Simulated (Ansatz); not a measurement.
W(OH)F5 (WOF5H), relaxed as a singlet with RKS B3LYP-D4/def2-SVP in Ansatz, starting from the GFN2-xTB geometry. Force threshold 0.02 eV/Å.

In the def2 sets W takes a core potential; there is no spin–orbit coupling.

Start:

Cartesian coordinates in Å:
```
W 0.201 -0.190 0.134
O -0.985 0.933 -0.654
H -1.617 1.528 -1.075
F 1.404 -1.329 0.933
F 1.318 1.215 0.626
F -0.819 -1.687 -0.296
F 1.165 -0.398 -1.445
F -0.667 -0.073 1.777
```

Problem. Estimate the energy that the relaxation releases and the steps that it takes.

Solution. 0.02 eV, in 3 steps; 5.5 s on 4 threads of Arm Neoverse V2 on a shared host. No frequencies were taken in this run, so the end may be a saddle point.

Problem. Does the start keep its bonding and symmetry?

Solution. By distances, no bond broke or formed. The bond that changes most is W1–O2, from 1.81 to 1.83 Å (atoms count from 1). Point group C4v at the start, C4v at the end, both within 0.05 Å; within 0.015 Å the end is Cs.

Problem. Predict the relaxed structure.

Solution. 
Cartesian coordinates in Å:
```
W 0.204 -0.193 0.136
O -0.996 0.944 -0.661
H -1.627 1.537 -1.082
F 1.419 -1.344 0.942
F 1.318 1.215 0.627
F -0.818 -1.688 -0.295
F 1.166 -0.399 -1.444
F -0.666 -0.074 1.777
```
Bond lengths: 5 × F–W 1.86 Å; 1 × O–W 1.83 Å; 1 × H–O 0.96 Å.
